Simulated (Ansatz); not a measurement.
Al(F)(Cl)(vinyl) (C2H3AlClF), SMILES C=[CH][Al]([F])[Cl].

Coordinates come from a PBE0-D3(BJ)/def2-SVP optimisation. Other conformers were not sampled.

Two levels are set side by side: PBE/def2-SVPD (Ansatz, a first-principles code) and CAM-B3LYP/def2-SVPD (Ansatz). Energy differences of separate SCF runs at the same geometry; the states with an electron removed or added have multiplicity 2 and 2. Differences are taken from unrounded values.

```tsv
quantity	CAM-B3LYP	PBE	PBE minus CAM-B3LYP
vertical ionisation energy (eV)	10.90	10.61	-0.29
vertical singlet–triplet gap (eV)	4.05	4.11	0.07
```
